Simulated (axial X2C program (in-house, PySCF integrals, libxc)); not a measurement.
## Potential curves of AlGe⁻, spin-free

Computed with an in-house relativistic program for diatomic molecules. Spin-free means the one-electron spin-free X2C Hamiltonian. Basis: Ge dyall-av3z [10s10p8d2f], Al dyall-av3z [9s9p3d2f] (cores contracted in-house); Gaussian nuclei, density fitting, unrestricted open shells. Masses: Ge 73.921 u, Al 26.982 u.

State: M_S = 1, Λ = 0 (beyond evenly filled blocks: π+α, π-α). Energies in cm⁻¹ from the fragments at the same level (Ge- + Al). Fits are polynomials in 1 − R0/R over 0.85 to 1.23 times the lowest point R0.

```tsv
R (Å)	B97-3
2.1637	-14460
2.2632	-17084
2.3378	-18214
2.4124	-18805
2.4870	-18978
2.5740	-18780
2.6611	-18275
2.7730	-17312
2.9098	-15832
3.1088	-13411
```

Occupations by symmetry block were frozen at the best pattern of an incomplete PBE0 search. Dissociation energies refer to the lowest single-determinant-based atoms at the same level and basis. Other states lie close and PBE0, whose exact exchange favours high spin, may order them wrongly; the determinant shown need not be the ground state. The nearest other spin-free determinant of the search, M_S = 1, Λ = 1, lies 0.11 eV up at the distance of the search. The highest occupied level of some functionals is positive through self-interaction error; at Hartree–Fock it is bound. Spin-free De lacks the spin–orbit lowering of the heavy p-block atom, a tenth of an eV or more for 4p and 5p, up to an eV for 6p and one to two eV for 7p atoms, less what an open-shell molecule gains itself.

(1) Fit the B97-3 curve near its minimum: give the equilibrium distance, the harmonic wavenumber and the well depth.

Results:

(1) At B97-3, spin-free: Re = 2.487 Å, ωe ≈ 312 cm⁻¹, De = 2.35 eV to Ge- + Al; Be follows as 0.138 cm⁻¹.
